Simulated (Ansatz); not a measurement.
Computed with Ansatz on PBE0-D4/def2-TZVP structures; ΔE is electronic, products minus reactants. CCSD(T)/CBS adds triple-zeta CCSD(T) − MP2 to the extrapolated MP2 energy (def2 sets, frozen cores). This one scheme is used for every species. Functionals use def2-TZVPP. B3LYP here is the variant with VWN-RPA as its local correlation; programs differ in this. One conformer a species, not always the lowest.

`N=C(F)S[SiH2]N` + `SS` → `N[SiH2]SS` + `N=C(F)S`  (ligand exchange at the Si–S bond)

`N=C(F)S[SiH2]N`:

```xyz
11

N    -2.428   -1.878    0.874
C    -1.383   -1.221    0.722
F    -0.354   -1.252    1.608
S    -1.078   -0.168   -0.637
Si    0.907    0.591   -0.158
N     1.382    1.663   -1.395
H    -2.410   -2.430    1.729
H     1.853   -0.545   -0.112
H     0.837    1.329    1.122
H     1.683    1.322   -2.293
H     0.992    2.589   -1.461
```

`SS`:

Z-matrix (Å, degrees):
```
S
S 1 2.046
H 1 1.347 2 98.6
H 2 1.347 1 98.6 3 -90.5
```

`N[SiH2]SS`:

Z-matrix (Å, degrees):
```
Si
S 1 2.157
N 1 1.706 2 116.7
H 1 1.485 2 102.9 3 -119.7
H 1 1.480 2 107.7 3 120.5
S 2 2.065 1 96.9 3 -62.4
H 3 1.007 1 121.0 2 -66.6
H 3 1.007 1 119.6 2 79.9
H 6 1.346 2 98.1 1 89.8
```

`N=C(F)S`:

```xyz
6

N    -0.622    0.538   -0.953
C    -0.493   -0.276   -0.021
F    -1.487   -1.123    0.240
S     0.793   -0.612    1.137
H     0.183    1.139   -1.075
H     1.625    0.332    0.673
```

```json
{"level": "B3LYP-D4", "ΔE (kJ/mol)": "-4.2", "difference from CCSD(T)/CBS": "0.4"}
{"level": "r2SCANh-D4", "ΔE (kJ/mol)": "-4.8", "difference from CCSD(T)/CBS": "-0.2"}
{"level": "r2SCAN0-D4", "ΔE (kJ/mol)": "-4.5", "difference from CCSD(T)/CBS": "0.1"}
{"level": "BHLYP-D4", "ΔE (kJ/mol)": "-3.4", "difference from CCSD(T)/CBS": "1.2"}
{"level": "CAM-B3LYP-D4", "ΔE (kJ/mol)": "-1.8", "difference from CCSD(T)/CBS": "2.8"}
{"level": "PBE", "ΔE (kJ/mol)": "-5.0", "difference from CCSD(T)/CBS": "-0.4"}
{"level": "r2SCAN", "ΔE (kJ/mol)": "-4.9", "difference from CCSD(T)/CBS": "-0.3"}
{"level": "PBE0", "ΔE (kJ/mol)": "-4.2", "difference from CCSD(T)/CBS": "0.4"}
{"level": "B3LYP", "ΔE (kJ/mol)": "-2.1", "difference from CCSD(T)/CBS": "2.5"}
{"level": "r2SCAN0", "ΔE (kJ/mol)": "-4.3", "difference from CCSD(T)/CBS": "0.3"}
{"level": "BHLYP", "ΔE (kJ/mol)": "-1.2", "difference from CCSD(T)/CBS": "3.4"}
{"level": "CCSD(T)/def2-SVP", "ΔE (kJ/mol)": "0.2", "difference from CCSD(T)/CBS": "4.8"}
{"level": "MP2/def2-TZVPP", "ΔE (kJ/mol)": "-4.8", "difference from CCSD(T)/CBS": "-0.2"}
{"level": "CCSD/def2-TZVPP", "ΔE (kJ/mol)": "-2.4", "difference from CCSD(T)/CBS": "2.2"}
{"level": "HF/def2-QZVPP", "ΔE (kJ/mol)": "-0.9", "difference from CCSD(T)/CBS": "3.7"}
{"level": "SCS-MP2/def2-QZVPP", "ΔE (kJ/mol)": "-3.8", "difference from CCSD(T)/CBS": "0.8"}
{"level": "CCSD(T)/CBS", "ΔE (kJ/mol)": "-4.6", "difference from CCSD(T)/CBS": "0"}
```

Problem. What do rigid-rotor, harmonic-oscillator terms from PBE0-D4/def2-TZVP frequencies (298.15 K, 1 bar) make of the CCSD(T)/CBS value? (An estimate is asked.)

Solution. Ansatz gave: ΔZPE = +1.4 kJ/mol, ΔH = -3.9 kJ/mol, ΔS = 4 J/(mol·K), ΔG = -5.1 kJ/mol. Modes under 50 cm⁻¹ make the entropy rough.

Largest T1 diagnostic among the species: 0.014.

At CCSD(T), def2-SVP lies +4.8 kJ/mol from the extrapolated value and def2-TZVPP +1.3 kJ/mol. Leaving LDA and LC-ωPBE aside and taking each functional with its dispersion term where it has one, the values, not all of them listed here, spread over 5.5 kJ/mol, from revPBE-D4 to ωB97X-V.
